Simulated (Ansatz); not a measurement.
The cluster Mo₃Se₈, relaxed as a singlet with RKS PBE-D4/def2-SVP in Ansatz, starting from the GFN1-xTB geometry. Force threshold 0.03 eV/Å.

In the def2 sets Mo takes a core potential; there is no spin–orbit coupling. The restricted singlet is unstable towards broken spin symmetry in Hartree–Fock (as tested in another run); at PBE-D4/def2-SVP this wasn't settled. Another isomer (singlet) lies 0.16 eV lower at PBE0-D4/def2-TZVP; other spin states weren't run for this one.

Start:

Cartesian coordinates in Å:
```
Mo -0.897 -0.574 0.858
Mo 0.913 -1.462 -0.826
Mo -0.267 1.395 -0.732
Se 1.221 0.512 -2.360
Se 0.200 -0.171 3.019
Se 0.364 -3.248 -2.096
Se -0.596 1.804 2.222
Se 2.900 -1.812 0.204
Se 0.916 2.844 0.822
Se -2.837 -1.717 0.760
Se -1.919 2.430 -1.873
```

```json
{"step": "1", "energy (eV)": "-528239.1195", "largest force component (eV/Å)": "1.383", "SCF passes": "57"}
{"step": "2", "energy (eV)": "-528239.4292", "largest force component (eV/Å)": "0.631", "SCF passes": "36"}
{"step": "3", "energy (eV)": "-528239.5532", "largest force component (eV/Å)": "0.464", "SCF passes": "37"}
{"step": "4", "energy (eV)": "-528239.5821", "largest force component (eV/Å)": "0.421", "SCF passes": "37"}
{"step": "5", "energy (eV)": "-528239.5951", "largest force component (eV/Å)": "0.753", "SCF passes": "33"}
{"step": "6", "energy (eV)": "-528239.6199", "largest force component (eV/Å)": "0.162", "SCF passes": "30"}
{"step": "7", "energy (eV)": "-528239.6487", "largest force component (eV/Å)": "0.229", "SCF passes": "36"}
{"step": "8", "energy (eV)": "-528239.6734", "largest force component (eV/Å)": "0.335", "SCF passes": "36"}
{"step": "9", "energy (eV)": "-528239.6951", "largest force component (eV/Å)": "0.223", "SCF passes": "37"}
{"step": "10", "energy (eV)": "-528239.7628", "largest force component (eV/Å)": "0.321", "SCF passes": "45"}
{"step": "11", "energy (eV)": "-528239.8828", "largest force component (eV/Å)": "0.663", "SCF passes": "44"}
{"step": "12", "energy (eV)": "-528239.9963", "largest force component (eV/Å)": "0.433", "SCF passes": "40"}
{"step": "13", "energy (eV)": "-528240.1183", "largest force component (eV/Å)": "0.387", "SCF passes": "39"}
{"step": "14", "energy (eV)": "-528240.2850", "largest force component (eV/Å)": "0.453", "SCF passes": "37"}
{"step": "15", "energy (eV)": "-528240.4278", "largest force component (eV/Å)": "0.485", "SCF passes": "38"}
{"step": "16", "energy (eV)": "-528240.4941", "largest force component (eV/Å)": "0.316", "SCF passes": "34"}
{"step": "17", "energy (eV)": "-528240.5328", "largest force component (eV/Å)": "0.261", "SCF passes": "34"}
{"step": "18", "energy (eV)": "-528240.5490", "largest force component (eV/Å)": "0.180", "SCF passes": "31"}
{"step": "19", "energy (eV)": "-528240.5608", "largest force component (eV/Å)": "0.076", "SCF passes": "31"}
{"step": "20", "energy (eV)": "-528240.5632", "largest force component (eV/Å)": "0.057", "SCF passes": "28"}
{"step": "21", "energy (eV)": "-528240.5640", "largest force component (eV/Å)": "0.018", "SCF passes": "29"}
```

Force components are those of the run's own axes.

End:

Cartesian coordinates in Å:
```
Mo -0.245 -0.855 1.044
Mo 1.108 -1.197 -1.244
Mo -0.109 1.136 -0.760
Se 1.922 0.915 -2.142
Se 0.523 0.161 3.133
Se -0.624 -2.100 -2.360
Se -0.790 1.745 1.861
Se 1.705 -2.347 0.818
Se 0.746 3.040 0.513
Se -2.228 -1.927 1.082
Se -2.007 1.427 -1.944
```

Bonds formed: Mo1–Se8 (atoms count from 1).

No frequencies were taken in this run, so the end may be a saddle point.

It took 1.7 min on 2 threads of AMD EPYC 7R13 on a shared host and a share (18 GiB) of an NVIDIA H100 80GB HBM3, peak host memory 1 GiB.
